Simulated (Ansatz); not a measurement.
Reaction (atomization): `C[BH][GeH2][Cl]` → B• + C• + Cl• + Ge• + 6 H•

Gas-phase electronic energies from Ansatz, PBE0-D4/def2-TZVP geometries. CCSD(T)/CBS adds triple-zeta CCSD(T) − MP2 to the extrapolated MP2 energy (def2 sets, frozen cores). This one scheme is used for every species, atoms too. DFT in def2-TZVPP. Open shells (•) are unrestricted, without spin–orbit coupling. Spin–orbit coupling would lower the free atoms: a little for B, C, Cl; clearly for Ge. For Ge outer-core shells are correlated without core-valence functions, so the limit isn't a true one: a few kJ/mol of doubt a bond, and 10 to 20 or more in all where bonds break to atoms. Scalar relativity is left out up to krypton. One conformer a species, not always the lowest.

`C[BH][GeH2][Cl]`:

Z-matrix (Å, degrees):
```
C
B 1 1.541
H 1 1.106 2 102.7
H 1 1.092 2 114.8 3 114.0
H 1 1.091 2 115.6 3 -114.6
Ge 2 2.065 1 122.2 3 91.5
H 2 1.199 1 121.1 3 -84.7
Cl 6 2.177 2 109.3 1 3.7
H 6 1.540 2 114.0 1 121.2
H 6 1.540 2 114.3 1 -113.8
```

CCSD(T)/CBS gives +782.6 kcal/mol.

(1) Another level gave +784.7 kcal/mol. Which?
A. SCS-MP2/def2-TZVPP
B. CCSD/def2-TZVPP
C. PBE0/def2-TZVPP
D. PBE0-D4/def2-TZVPP

Largest T1 diagnostic among the species: 0.014.

## Answers

(1) D. PBE0-D4 784.7, PBE0 780.6, CCSD/def2-TZVPP 758.7, SCS-MP2/def2-TZVPP 770.7 kcal/mol.

From PBE to PBE0 (25 % exact exchange), in def2-TZVPP and without D4, ΔE moves by −4.0 kcal/mol: exact exchange takes away binding that semilocal exchange gives to molecules. The D4 term adds +7.7 kcal/mol with B3LYP and +4.0 kcal/mol with PBE0; it sums over pairs of atoms, weighted by their polarisabilities, and B3LYP, whose exchange is more repulsive, gets the larger term.

B3LYP here is the variant with VWN-RPA as its local correlation; programs differ in this.

For atomizations the MP2-based limit and the directly extrapolated one differ by several kJ/mol either way, and by 10 to 25 for some Ge, Se and Sn compounds, so smaller differences from it don't rank the levels.
